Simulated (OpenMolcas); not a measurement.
Yb3+ with 6 ligands (chloride) in trigonal antiprismatic coordination (D3d), a polar angle of 50.9° against the regular 54.74°. A charge of +0.5 e stands 2.4 Å behind each ligand. Ligand basis ANO-RCC-VDZP.

```yaml
Program: OpenMolcas
Method: "SS-CASPT2, IPEA 0.25 Eh, imaginary shift 0.1 Eh (closed shells correlated: 5s 5p and the ligand valence shells)"
Basis: ANO-RCC-VDZP [7s6p4d2f1g]
Scalar_Hamiltonian: DKH2, point nucleus
Active_space: 13 electrons in 7 orbitals (4f)
State_averaging: 2S+1 = 2 odd, 7 roots
Spin-orbit_coupling: state interaction with AMFI integrals over the reference wave functions
```

All ligands move together. At R = 2.47 Å the width of the lowest J multiplet is 602 cm-1, and at R = 2.73 Å it is 385 cm-1.

Problem. A third run gives 446 cm-1. What distance was it run at?

Solution. With a power law R^-n the two known points give n = -ln(385 / 602) / ln(2.73 / 2.47) = 4.47. Then R = 2.47 × (602 / 446)^(1/4.47) = 2.641 Å. The run was at 2.63 Å, so the estimate is off by +0.011 Å.

Over all roots computed the reference weight is 0.65 in R = 2.47, 0.65 in R = 2.63, 0.65 in R = 2.73; a low but even weight reflects the number of correlated electrons. Splittings of an f shell from a small cluster at a set distance can be off by tens of per cent, mostly too small. No measured value stands beside these numbers; the geometry was imposed, not optimised, and the real ion may take another.
